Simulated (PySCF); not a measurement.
HIMgS. Atoms are numbered in the order given.

```xyz
4

Mg     0.0174     1.1689     0.0000
I     -0.0024    -1.3745     0.0000
S      0.0740     3.4545     0.0000
H     -1.2688     3.5521     0.0000
```
Charge 0, spin multiplicity 1.

Geometry: B3LYP-D3(BJ)/def2-TZVP. The def2 effective core potentials stand for the cores of I; spin–orbit coupling is left out. Other conformers were not sampled.

Level of theory: PySCF with HF/def2-TZVPD.

Symmetry labels are those of the subgroup Cs that the program uses (full group Cs).

**Question.** List the valence orbital energies around the gap with their symmetry. (The exact figures need the calculation; the answer reports its results.)

**Answer.** 
```
orbital  symmetry  energy (eV)
-------  --------  -----------
HOMO−7         A'       -25.37
HOMO−6         A'       -23.72
HOMO−5         A'       -14.44
HOMO−4         A'       -11.87
HOMO−3         A'       -10.89
HOMO−2         A"       -10.24
HOMO−1         A'       -10.17
HOMO           A"       -10.06
LUMO           A'         0.48
LUMO+1         A'         1.02
LUMO+2         A"         1.22
LUMO+3         A'         1.22
```
